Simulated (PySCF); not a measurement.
C3H6Cl (SMILES CC[CH]Cl), doublet, at a GFN2-xTB geometry; BHANDHLYP/6-31G* in PySCF.

The PySCF input:
```python
from pyscf import gto, scf, dft

mol = gto.M(
    atom='''
C     0.881968   -0.690356   -0.065206
C     2.334461   -0.222895   -0.008719
C    -0.045219    0.451333   -0.217277
H     0.630046   -1.249113    0.840933
H     0.771878   -1.394276   -0.906128
H     3.000275   -1.075943    0.092328
Cl   -1.689305    0.260271    0.153349
H     2.596858    0.314490   -0.916533
H     2.487241    0.439355    0.839254
H     0.204635    1.312395   -0.809565
''',
    basis='6-31g*',
    charge=0,
    spin=1,
    verbose=4,
)

mf = dft.UKS(mol)
mf.xc = 'bhandhlyp'
mf.grids.atom_grid = (99, 590)
mf.grids.prune = None
mf.kernel()
```

**Question.** What does PySCF print? Leave out banner, timings and long lists.

**Answer.** 
```
PySCF version 2.14.0

[INPUT] verbose = 4
[INPUT] num. atoms = 10
[INPUT] num. electrons = 41
[INPUT] charge = 0
[INPUT] spin (= nelec alpha-beta = 2S) = 1
[INPUT] symmetry False subgroup None
[INPUT] Mole.unit = angstrom
[INPUT] Symbol           X                Y                Z      unit          X                Y                Z       unit  Magmom
[INPUT]  1 C      0.881968000000  -0.690356000000  -0.065206000000 AA    1.666677970630  -1.304583768450  -0.123221481678 Bohr   0.0
[INPUT]  2 C      2.334461000000  -0.222895000000  -0.008719000000 AA    4.411491938478  -0.421210504535  -0.016476522080 Bohr   0.0
[INPUT]  3 C     -0.045219000000   0.451333000000  -0.217277000000 AA   -0.085451525627   0.852895760978  -0.410594023167 Bohr   0.0
[INPUT]  4 H      0.630046000000  -1.249113000000   0.840933000000 AA    1.190614385878  -2.360481468634   1.589133059109 Bohr   0.0
[INPUT]  5 H      0.771878000000  -1.394276000000  -0.906128000000 AA    1.458638021577  -2.634799782054  -1.712333753800 Bohr   0.0
[INPUT]  6 H      3.000275000000  -1.075943000000   0.092328000000 AA    5.669698048379  -2.033237595643   0.174474633629 Bohr   0.0
[INPUT]  7 Cl    -1.689305000000   0.260271000000   0.153349000000 AA   -3.192323790858   0.491840908167   0.289787611476 Bohr   0.0
[INPUT]  8 H      2.596858000000   0.314490000000  -0.916533000000 AA    4.907350404386   0.594299968914  -1.731996354126 Bohr   0.0
[INPUT]  9 H      2.487241000000   0.439355000000   0.839254000000 AA    4.700204295789   0.830260621458   1.585960208946 Bohr   0.0
[INPUT] 10 H      0.204635000000   1.312395000000  -0.809565000000 AA    0.386704105500   2.480067117249  -1.529856130034 Bohr   0.0

nuclear repulsion = 150.550858791885
number of shells = 38
number of NR pGTOs = 156
number of NR cGTOs = 72
basis = 6-31g*
ecp = {}

******** <class 'pyscf.dft.uks.UKS'> ********
method = UKS
initial guess = minao
damping factor = 0
level_shift factor = 0
DIIS = <class 'pyscf.scf.diis.CDIIS'>
diis_start_cycle = 1
diis_space = 8
diis_damp = 0
SCF conv_tol = 1e-09
SCF conv_tol_grad = None
SCF max_cycles = 50
direct_scf = True
direct_scf_tol = 1e-13
number electrons alpha = 21  beta = 20
XC library pyscf.dft.libxc version 7.1.2
    S. Lehtola, C. Steigemann, M. J. T. Oliveira, and M. A. L. Marques,  SoftwareX 7, 1–5 (2018)
XC functionals = bhandhlyp
    A. D. Becke,  J. Chem. Phys. 98, 1372 (1993)
    Defined through Gaussian implementation.
radial grids:
    Treutler-Ahlrichs [JCP 102, 346 (1995); DOI:10.1063/1.469408] (M4) radial grids

becke partition: Becke, JCP 88, 2547 (1988); DOI:10.1063/1.454033
pruning grids: None
grids dens level: 3
symmetrized grids: False
atomic radii adjust function: <function treutler_atomic_radii_adjust>
User specified grid scheme (99, 590)
small_rho_cutoff = 0
Set gradient conv threshold to 3.16228e-05
tot grids = 584104
init E= -578.335586270909

cycle= 1 E= -577.951832163365  delta_E= 0.384  |g|= 0.189  |ddm|= 1.97
cycle= 2 E= -577.968169180213  delta_E= -0.0163  |g|= 0.126  |ddm|= 0.348
cycle= 3 E= -577.976418386897  delta_E= -0.00825  |g|= 0.0291  |ddm|= 0.142
cycle= 4 E= -577.977018681964  delta_E= -0.0006  |g|= 0.00954  |ddm|= 0.0495
cycle= 5 E= -577.977088964878  delta_E= -7.03e-05  |g|= 0.00349  |ddm|= 0.0128
cycle= 6 E= -577.977103020462  delta_E= -1.41e-05  |g|= 0.00143  |ddm|= 0.00784
cycle= 7 E= -577.977105311295  delta_E= -2.29e-06  |g|= 0.000384  |ddm|= 0.00299
cycle= 8 E= -577.977105512463  delta_E= -2.01e-07  |g|= 0.000126  |ddm|= 0.00107
cycle= 9 E= -577.977105531539  delta_E= -1.91e-08  |g|= 3.59e-05  |ddm|= 0.000301
cycle= 10 E= -577.977105533721  delta_E= -2.18e-09  |g|= 1.33e-05  |ddm|= 0.000117
cycle= 11 E= -577.977105533911  delta_E= -1.9e-10  |g|= 7.06e-06  |ddm|= 3.11e-05
Extra cycle  E= -577.977105533944  delta_E= -3.25e-11  |g|= 4.98e-06  |ddm|= 1.33e-05
converged SCF energy = -577.977105533944  <S^2> = 0.75594291  2S+1 = 2.0059341
```
